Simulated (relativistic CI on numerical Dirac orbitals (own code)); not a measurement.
# One change at a time: Tc⁸⁺

Base calculation: Dirac-Coulomb-Breit CI, KLI orbitals optimised for each configuration, model QED (radiative potential, 1s self-energy scaled to tabulated hydrogen-like ionisation energies), unscaled Slater integrals.

Configuration list (outside the closed core [Ar] 3d10): 4s2.4p5, 4s.4p6, 4s2.4p4.4d, 4s.4p5.4d, 4s2.4p4.4f, 4s.4p5.4f, 4s2.4p4.5s, 4p6.4d, 4s2.4p4.5p, 4s.4p4.4d2, 4s2.4p3.4d.5p, 4p6.5s, 4s2.4p3.4d.4f, 4s2.4p4.5d, 4s.4p5.5s, 4p6.5p, 4p6.4f, 4s.4p4.4d.5s, 4s2.4p4.6s, 4s.4p5.5p, 4s2.4p4.6p, 4s2.4p4.5f, 4s2.4p3.5s.5p, 4s2.4p3.4f.5s, 4s2.4p4.5g, 4s2.4p4.6d, 4s2.4p3.4d2, 4s2.4p2.4d3, 4s.4p3.4d3, 4s2.4p2.4d2.4f, 4s.4p3.4d2.4f, 4s2.4p2.4d2.5s, 4p5.4d2, 4p4.4d3, 4p4.4d2.4f, 4p4.4d2.5s, 4s2.4p3.5s2, 4s2.4p2.4d.5s2, 4s.4p3.4d.5s2, 4s2.4p2.4f.5s2, 4s.4p3.4f.5s2. Double excitations out of closed p, d and f shells are left out; levels of such configurations are missing from the list, as are those of other unlisted configurations, and high levels can miss mixing partners. These lack a partner that the ground configuration has and come out too high: 4s2.4p4.5p, 4s2.4p4.5d, 4s.4p5.5s, 4s2.4p4.6s, 4s.4p5.5p.

Variants: (1) P86 correlation estimate; (2) Breit term removed; (3) only the first 3 configurations. Shifts of the energy above 4s2.4p5 2P°_3/2, in cm⁻¹, for the lowest level and the first level of each name with at least 55 % of one term (blank where a level changes its place among those of its configuration and J or its character, or is not in the variant):

| Level | Base | Δ(1) | Δ(2) | Δ(3) |
| --- | --- | --- | --- | --- |
| 4s2.4p5 2P°_3/2 | 0 | 0 | 0 | 0 |
| 4s2.4p5 2P°_1/2 | 27501 | +3 | +450 | +569 |
| 4s.4p6 2S_1/2 | 251817 | +676 | +195 | -4201 |
| 4s2.4p4.4d 4D_5/2 | 331536 | +1312 | +580 | +422 |
| 4s2.4p4.4d 4D_3/2 | 332902 | +1312 | +530 | +625 |
| 4s2.4p4.4d 4D_7/2 | 332990 | +1312 | +692 | +305 |
| 4s2.4p4.4d 4D_1/2 | 336059 | +1314 | +591 | +1080 |
| 4s2.4p4.4d 4F_9/2 | 349778 | +1315 | +652 | +237 |
| 4s2.4p4.4d 2P_1/2 | 357293 | +1320 | +771 | +3253 |
| 4s2.4p4.4d 4P_1/2 | 364481 | +1310 | +634 | +1989 |
| 4s2.4p4.4d 4F_5/2 | 366226 | +1318 | +819 | +779 |
| 4s2.4p4.4d 4P_5/2 | 375431 | +1317 | +803 | +2069 |
| 4s2.4p4.4d 2D_5/2 | 383728 | +1319 | +1012 | +2518 |
| 4s2.4p4.4d 2G_7/2 | 386929 | +1323 | +914 | +2464 |
| 4s2.4p4.4d 2G_9/2 | 388801 | +1321 | +1074 | +1819 |
| 4s2.4p4.4d 2F_5/2 | 389465 | +1325 | +952 | +3491 |
| 4s2.4p4.4d 2S_1/2 | 455298 | +1191 | +736 | +19108 |
| 4s2.4p4.4d 2P_3/2 | 465723 | +1378 | +860 |  |
| 4s.4p5.4d 4P°_1/2 | 577240 | +1751 | +597 |  |
| 4s.4p5.4d 4P°_3/2 | 581161 | +1756 | +696 |  |
| 4s.4p5.4d 4P°_5/2 | 588450 | +1765 | +843 |  |
| 4s.4p5.4d 4F°_9/2 | 593608 | +1884 | +768 |  |

At this charge configurations can still be misplaced by up to about 7 % of their energy.

Ionisation energy from the two ground configurations alone: base 169.315 eV; P86 correlation estimate 170.839 eV; Breit term removed 169.388 eV. The NIST ASD value (theoretical) is 169 eV.

LS names give the leading component of a level, which can be under half, so a name can repeat, a term be missing and a line seem to break the LS rules.
